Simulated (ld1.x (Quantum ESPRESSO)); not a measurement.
# Configuration tests for N (Z = 7) (RRKJ)

* Element: nitrogen (N)
* Generator: ld1.x (Quantum ESPRESSO) 7.5
* Type: norm-conserving RRKJ (Kleinman–Bylander form)
* Functional: PBE
* Relativity: non-relativistic
* Frozen core: [He]
* Valence charge: 5
* Reference configuration: 2s2 2p3
* Partial waves: 2s (bound): rc 1.00 bohr; 2p (bound): rc 1.10 bohr; 3d channel at 0.05 Ry: rc 0.85 bohr
* Local potential: the d channel
* Core correction: Bessel-smoothed model core inside 0.65 bohr
* rho0: 0.01

Energies are relative to the spin-unpolarised reference configuration 2s2 2p3; without spin polarisation the order of configurations can differ from experiment. The frozen-core shift is the all-electron ΔE with the core orbitals held at their reference shape minus the fully relaxed ΔE.

```
valence configuration  charge  ΔE all-electron (eV)  error AE − PS (meV)  frozen-core shift (meV)
              2s2 2p1      +2                42.456                  +44                     +1.8
              2s2 2p0      +3                89.541                 +246                    +10.0
              2s1 2p0      +4               167.310                 +616                      +33
            2s2 2p3.3    -0.3                -1.620                  0.0                      0.0
              2s0 2p5       0                22.981                  +15                     +1.6
```

Q: What are ΔE and the potential's error for 2s2 2p2.5?

A: ΔE = 5.096 eV all-electron; the error (AE − PS) is +0.4 meV.

Q: What are ΔE and the potential's error for 2s2 2p2?

A: ΔE = 13.597 eV all-electron; the error (AE − PS) is +3.5 meV.

Levels in the configuration 2s2 2p2.5:

| level | all-electron (eV) | pseudo (eV) |
| --- | --- | --- |
| 2s | -25.094 | -25.094 |
| 2p | -13.449 | -13.447 |
